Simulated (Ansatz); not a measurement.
`C[CH2][Al][CH3]` radical, relaxed with UKS PBE-D4/def2-SVP in Ansatz from a rough embedded geometry. The force threshold is 0.03 eV/Å; the program also tests the step.

Total charge 0; spin multiplicity 2.

Start:

```xyz
12

C     0.477    0.617   -1.231
C     0.166   -0.822   -1.195
Al   -0.425   -1.322    0.632
C    -0.618    0.050    2.098
H     1.335    0.906   -0.544
H     0.846    0.919   -2.309
H    -0.405    1.276   -1.025
H     1.016   -1.413   -1.442
H    -0.668   -1.068   -1.957
H    -1.253    0.833    1.751
H     0.466    0.455    2.219
H    -0.935   -0.431    3.003
```

**Question.** By how much does the energy fall, and how many steps does the optimiser take? (Estimate.)

**Answer.** The calculation gave: 8.64 kcal/mol, in 4 steps.

**Question.** Which bonds change most? (Estimate.)

**Answer.** Computed: C1–H6 from 1.178 to 1.113 Å; C1–C2 from 1.474 to 1.536 Å; C4–H11 from 1.164 to 1.114 Å; C2–H8 from 1.065 to 1.114 Å.

**Question.** Give the relaxed structure. (An estimate is asked.)

**Answer.** The calculation gave: 
```xyz
12

C     0.505    0.674   -1.282
C     0.152   -0.816   -1.165
Al   -0.438   -1.407    0.658
C    -0.583   -0.013    2.069
H     1.337    0.960   -0.603
H     0.820    0.955   -2.311
H    -0.354    1.327   -1.020
H     1.010   -1.459   -1.469
H    -0.661   -1.093   -1.876
H    -1.232    0.818    1.711
H     0.425    0.425    2.251
H    -0.981   -0.372    3.038
```
